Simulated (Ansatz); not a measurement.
```yaml
crystal:
  periodic: [false, false, false]
  atoms:
    - {symbol: C, position_ang: [-0.311457, 1.267485, -0.665257]}
    - {symbol: C, position_ang: [0.321022, 0.132455, -0.340721]}
    - {symbol: O, position_ang: [1.474846, -0.178260, -1.009503]}
    - {symbol: Al, position_ang: [-0.481071, -0.960203, 1.061406]}
    - {symbol: H, position_ang: [0.060000, 1.940265, -1.434394]}
    - {symbol: H, position_ang: [-1.226355, 1.541265, -0.154519]}
    - {symbol: H, position_ang: [1.822439, -1.010455, -0.681936]}
    - {symbol: H, position_ang: [0.249458, -2.314614, 1.466728]}
    - {symbol: H, position_ang: [-1.820381, -0.464236, 1.741095]}
basis:
  gaussian: {orbitals: def2-TZVPP, final_grid: {core_spheres: 5, valence_spheres: 4, degree: 11}}
hamiltonian: {xc: {name: PBE0-DH}}
accuracy: high
output: {forces: true}
```

```sh
$ ansatz run in.yaml --threads 2 --pin off --events-out ev --progress --plain --max-ram 4352MiB
```

Output, abridged:

```
Functional definition: PBE0-DH
3589 factors; integrals over basis functions are off by at most 1.3e-8 eV
mean field evaluation 1: about -10784.0774 eV, gradient 4.6e1 eV
mean field evaluation 2: about -10784.1620 eV, gradient 4.6e1 eV
mean field evaluation 4: about -10788.7140 eV, gradient 3.7e0 eV
mean field evaluation 8: about -10788.7513 eV, gradient 5.1e-1 eV
mean field evaluation 16: about -10788.7518 eV, gradient 1.1e-4 eV
mean field -10788.75182625 eV, -396.4793167362 hartree, gradient 3.5e-8 eV, S^2 0.000000; 0 other end points of the search recorded, 0 dependent functions left out
8 core orbitals not correlated: weight in the atoms' cores, before any rotation towards them, 1.000 or more for the frozen orbitals, at most 0.000 for the correlated occupied ones
reference -10788.75182837 eV, -396.4793168141 hartree; 11, 11 occupied and 186, 186 virtual orbitals, 3589 factors
second order -21.49568347 eV of doubles, -0.00000000 eV of singles
Total energy: -10791.43878881 eV, -396.5780607888 hartree
Atom 0 at    -0.311457     1.267485    -0.665257 Å, force     0.004222     0.063083    -0.048766 eV/Å
Atom 1 at     0.321022     0.132455    -0.340721 Å, force     0.004470     0.094373    -0.070826 eV/Å
Atom 2 at     1.474846    -0.178260    -1.009503 Å, force    -0.026938    -0.220425     0.178476 eV/Å
Atom 3 at    -0.481071    -0.960203     1.061406 Å, force    -0.028705    -0.033029     0.045907 eV/Å
Atom 4 at     0.060000     1.940265    -1.434394 Å, force    -0.009486    -0.170268     0.129608 eV/Å
Atom 5 at    -1.226355     1.541265    -0.154519 Å, force     0.118216    -0.072443    -0.039503 eV/Å
Atom 6 at     1.822439    -1.010455    -0.681936 Å, force    -0.102712     0.271850    -0.115379 eV/Å
Atom 7 at     0.249458    -2.314614     1.466728 Å, force    -0.034882     0.095487    -0.041391 eV/Å
Atom 8 at    -1.820381    -0.464236     1.741095 Å, force     0.075815    -0.028628    -0.038125 eV/Å
Dipole moment:    -0.003562    -0.179551     0.131343 e Å
```

It took 32 s on 2 threads of an Arm Neoverse V2 on a shared host, with 1.1 GiB of host memory at the peak.
